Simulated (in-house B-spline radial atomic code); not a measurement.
Computed with a B-spline radial atomic code. Model: two electrons, singlet ground state, non-relativistic, full CI in B-splines with partial waves to l = 8 (at full coupling up to 3e-4 hartree above the limit, correlation up to 0.6 % small), density held at that of full coupling by Lieb maximisation.

W(λ) is the mean repulsion in the state of coupling λ less the Hartree energy of the fixed density. Its start is exact exchange, its initial slope is twice the second-order Görling-Levy correlation energy, and its area from 0 to 1 is E_xc. A straight curve means weak, dynamic correlation, and a curve that drops fast and flattens means strong correlation.

Command:
```bash
python run_ac.py task.json out
```
Settings (lengths in bohr, energies in hartree):
```
potential              yukawa
strength               2.81
lmax                   8
second                 0.347
```

Run time, properties included: 9 s on 1 thread of Intel(R) Xeon(R) Processor @ 2.30GHz, with other jobs on the host.

**W = mean repulsion less Hartree energy, and W of three functionals.**

Given: confinement screened point charge; nuclear charge 2.81; screening of the nucleus 0.347 1/bohr; external potential -Z exp(-k r)/r.

Computed: LDA exchange minus exact 208.92 millihartree; PBE exchange minus exact 20.358 millihartree.

```tsv
coupling	W xc (hartree)	W xc minus exchange (millihartree)	kinetic minus Kohn-Sham (millihartree)	LDA (PW92) W minus its exchange (millihartree)	PBE W minus its exchange (millihartree)	SCAN W minus its exchange (millihartree)
0	-1.5037	0	0	0	0	0
0.02	?	?	?	?	?	?
0.05	-1.5084	-4.736	0.1	-26.47	-4.52	-4.52
0.12	-1.5149	-11.248	0.7	-51.38	-10.92	-10.63
0.25	-1.5266	-22.982	2.8	-86.94	-22.72	-21.47
0.4	-1.5396	-35.972	7	-119.66	-36.02	-33.33
0.6	-1.5561	-52.435	15.3	-155.67	-53.1	-48.21
0.8	-1.5716	-67.99	26.1	-186.16	-69.37	-62.18
1	-1.5864	-82.706	39.4	-212.84	-84.84	-75.35
1.4	-1.6135	-109.87	71.9	-258.22	-113.54	-99.62
2	?	?	?	?	?	?
3	-1.6988	-195.15	255.2	-382.92	-204.93	-176.57
4.5	-1.7555	-251.83	465.5	-459.14	-267.49	-229.37
7	-1.8209	-317.2	835.6	-546.12	-343.12	-292.91
10	-1.8723	-368.66	1267.7	-616.59	-406.75	-345.23
```

Q: What belongs in the row 0.02?

A: W xc (hartree): -1.5056; W xc minus exchange (millihartree): -1.903; kinetic minus Kohn-Sham (millihartree): 0; LDA (PW92) W minus its exchange (millihartree): -12.78; PBE W minus its exchange (millihartree): -1.8; SCAN W minus its exchange (millihartree): -1.83.

Q: What belongs in the row 2?

A: W xc (hartree): -1.6494; W xc minus exchange (millihartree): -145.73; kinetic minus Kohn-Sham (millihartree): 132.6; LDA (PW92) W minus its exchange (millihartree): -313.02; PBE W minus its exchange (millihartree): -151.7; SCAN W minus its exchange (millihartree): -131.74.

Q: What is the SCAN exchange minus exact?

A: -5.7131 millihartree.

**Energy parts, natural occupations and partial-wave weights.**

Computed: total energy -4.5365 hartree; exchange energy -1.5037 hartree; kinetic part of the DFT correlation energy 0.039373 hartree; initial slope twice GL2 -0.095455 hartree; kinetic part over minus potential part 0.47605; Kohn-Sham kinetic 6.0767 hartree; Lieb Oxford ratio E_xc over LDA exchange 1.1948.

```json
{"natural": "s", "occupation of the shell (electrons)": "1.9921"}
{"natural": "p", "occupation of the shell (electrons)": "0.0039738"}
{"natural": "s", "occupation of the shell (electrons)": "0.0034858"}
{"natural": "d", "occupation of the shell (electrons)": "?"}
{"natural": "p", "occupation of the shell (electrons)": "0.00014116"}
{"natural": "s", "occupation of the shell (electrons)": "6.8096e-05"}
```

Q: What belongs in the row d?

A: occupation of the shell (electrons): 0.00018677.

```tsv
wave	weight
s	0.99781
p	0.0020645
d	0.00010489
f	?
g	3.4431e-06
```

Q: What belongs in the row f?

A: weight: 1.4805e-05.

Q: What is the correlation energy?

A: -0.043334 hartree.

Q: What is the Hartree energy?

A: 3.0073 hartree.

Half-way to full coupling W has made 53 % of its drop, against 50 % for a straight line, and second-order (GL2) theory, half the initial slope, overshoots the correlation energy by about 10 %: a moderate bend, as in light atoms. Over couplings 0 to 1 the errors in E_xc come to about +123 millihartree for LDA, +20 millihartree for PBE, -2.2 millihartree for SCAN, so SCAN is nearest. In LDA and PBE and SCAN the errors of exchange and correlation have opposite signs, so the sum is smaller than the larger of the two.
